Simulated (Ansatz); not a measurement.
Diatomic LiS-, multiplicity 3 (an upper state: multiplicity 1 came lower at CCSD(T)/def2-TZVPP on PBE0 minima).

Seven points along R, fitted to fifth degree in 1/R; most abundant isotopes. In def2 and cc sets the state is the lowest found near the PBE0 minimum, followed along R.

Run with Ansatz (a quantum-chemistry and plane-wave program) with Gaussian orbitals. 

Energies at PBE/def2-TZVPP:

```tsv
R (Å)	E (hartree)
2.110788	-405.53137868
2.167530	-405.53297277
2.219732	-405.53376914
2.278743	-405.53404554
2.337755	-405.53379088
2.405845	-405.53298619
2.485283	-405.53153025
```

Q: With a reduced mass of 5.7535 u, find the minimum, the force constant and the constants.

A: A fifth-degree polynomial in 1/R puts the minimum at r_e = 2.2776 Å with force constant 66.4 N/m. Then ω_e = (1/2πc)√(k/μ) = 443 cm⁻¹ and B_e = h/(8π²cμr_e²) = 0.5648 cm⁻¹; the cubic and quartic terms give α_e = 0.0088 and ω_e x_e = 4.8 cm⁻¹.
